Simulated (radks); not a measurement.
Problem. All-electron atom: Os2+ in [Xe] 4f14 5d6. Calculated with a radial shooting solver on a logarithmic mesh with Libxc functionals: scalar-relativistic Kohn-Sham, SCAN, spin-unpolarised, spherical densities, finite nucleus; meta-GGA in the generalised Kohn-Sham scheme; Fermi nuclear charge, rms radius 5.4126 fm. Some entries of the table are withheld. Estimate them.

| orbital | occ. | eigenvalue (hartree) | r(max) (bohr) | <r> (bohr) |
|---|---|---|---|---|
| 1s | 2 | -2717.871 | 0.01103 | 0.01774 |
| 2s | 2 | -474.8705 | 0.06334 | 0.07487 |
| 2p | 6 | -413.4850 | 0.05219 | 0.06727 |
| 3s | 2 | -111.4391 | 0.1785 | 0.1937 |
| 3p | 6 | (1) | 0.1772 | 0.1944 |
| 3d | 10 | -72.99927 | 0.1446 | 0.1763 |
| 4s | 2 | -24.23097 | 0.4050 | 0.4316 |
| 4p | 6 | -18.25545 | 0.4251 | 0.4590 |
| 4d | 10 | -10.80778 | 0.4347 | 0.4889 |
| 5s | 2 | -4.05649 | 0.9112 | 1.007 |
| 4f | 14 | -2.56750 | 0.4061 | (2) |
| 5p | 6 | -2.54005 | 1.033 | (3) |
| 5d | 6 | -0.84349 | 1.337 | 1.691 |

Solution. 
(1) 3p eigenvalue (hartree): -93.30390
(2) 4f <r> (bohr): 0.5564
(3) 5p <r> (bohr): 1.169
